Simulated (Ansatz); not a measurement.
```yaml
crystal:
  periodic: [false, false, false]
  atoms:
    - {symbol: C, position_ang: [-1.202441, 0.777048, -0.485906]}
    - {symbol: Al, position_ang: [0.396587, -0.190701, 0.053319]}
    - {symbol: N, position_ang: [0.439004, -1.159536, 1.529539]}
    - {symbol: Se, position_ang: [2.377109, -0.166008, -1.175034]}
    - {symbol: H, position_ang: [-1.064840, 1.316283, -1.425536]}
    - {symbol: H, position_ang: [-1.491396, 1.505963, 0.277259]}
    - {symbol: H, position_ang: [-2.046548, 0.092849, -0.614382]}
    - {symbol: H, position_ang: [-0.337669, -1.267242, 2.161387]}
    - {symbol: H, position_ang: [1.232665, -1.680980, 1.863658]}
    - {symbol: H, position_ang: [1.780728, 0.721123, -2.181504]}
basis:
  gaussian: {orbitals: aug-cc-pVTZ, fitting: {mean_field: cc-pVTZ-jkfit}}
hamiltonian: {xc: {name: rPW86-PBE}, dispersion: d3bjatm}
scf: {lower_state_search: full}
output: {forces: true}
```

```sh
$ ansatz run in.yaml --threads 4 --pin off --events-out ev --progress --plain --max-ram 10444MiB
```

It prints (some lines left out):

```
Functional definition: rPW86-PBE
666 factors; integrals over basis functions are off by at most 7.1e-1 eV
mean field evaluation 1: about -74588.2865 eV, gradient 1.1e2 eV
mean field evaluation 2: about -74588.2857 eV, gradient 1.1e2 eV
mean field evaluation 4: about -74606.9650 eV, gradient 4.3e1 eV
mean field evaluation 8: about -74612.4183 eV, gradient 9.0e-1 eV
mean field evaluation 16: about -74612.4196 eV, gradient 1.6e-4 eV
mean field -74612.41959959 eV, -2741.9558461706 hartree, gradient 2.7e-5 eV, S^2 0.000000; 0 other end points of the search recorded, 0 dependent functions left out
reference -74612.41976449 eV, -2741.9558522303 hartree; 33, 33 occupied and 306, 306 virtual orbitals, 666 factors
Total energy: -74612.62229818 eV, -2741.9632952064 hartree
Atom 0 at    -1.202441     0.777048    -0.485906 Å, force    -0.142693     0.074220    -0.026055 eV/Å
Atom 1 at     0.396587    -0.190701     0.053319 Å, force    -0.084217     0.194115    -0.251368 eV/Å
Atom 2 at     0.439004    -1.159536     1.529539 Å, force     0.008018    -0.131178     0.198315 eV/Å
Atom 3 at     2.377109    -0.166008    -1.175034 Å, force     0.426200    -0.187852     0.034416 eV/Å
Atom 4 at    -1.064840     1.316283    -1.425536 Å, force     0.011705     0.037090    -0.067495 eV/Å
Atom 5 at    -1.491396     1.505963     0.277259 Å, force    -0.031036     0.057056     0.050916 eV/Å
Atom 6 at    -2.046548     0.092849    -0.614382 Å, force    -0.070019    -0.042305    -0.012092 eV/Å
Atom 7 at    -0.337669    -1.267242     2.161387 Å, force    -0.175570    -0.044888     0.174376 eV/Å
Atom 8 at     1.232665    -1.680980     1.863658 Å, force     0.181113    -0.141649     0.111169 eV/Å
Atom 9 at     1.780728     0.721123    -2.181504 Å, force    -0.123500     0.185391    -0.212181 eV/Å
Dipole moment:    -0.292445    -0.009591     0.191454 e Å
```

It took 7 s on 4 threads of an Intel Xeon 6975P-C on a shared host, with 0.83 GiB of host memory at the peak.
